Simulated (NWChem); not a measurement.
System: BHOCl2; SMILES ClB(Cl)O

```xyz
5

B      0.3726     0.0306     0.0000
Cl    -0.4800    -1.5298     0.0000
Cl    -0.5401     1.5354     0.0000
O      1.7156     0.0966     0.0000
H      2.1387    -0.7765     0.0000
```
Atoms are numbered in this order, from 1.

Coordinates come from a B3LYP/6-31G* (spherical d) optimisation.

### Question
Give the principal values of the shielding tensors (ppm) of B1, Cl2, Cl3, O4 from PBE0/pcSseg-1, GIAO (NWChem), with their diamagnetic and paramagnetic parts as GIAO splits them.

### Answer
```csv
atom,σ11,σ22,σ33,isotropic,diamagnetic,paramagnetic
B1,52.3,64.6,77.9,64.9,195.8,-130.9
Cl2,570.6,795.8,965.6,777.3,1147.7,-370.4
Cl3,575.1,850.6,952.6,792.8,1147.9,-355.1
O4,16.7,200.2,232.4,149.8,388.0,-238.3
```
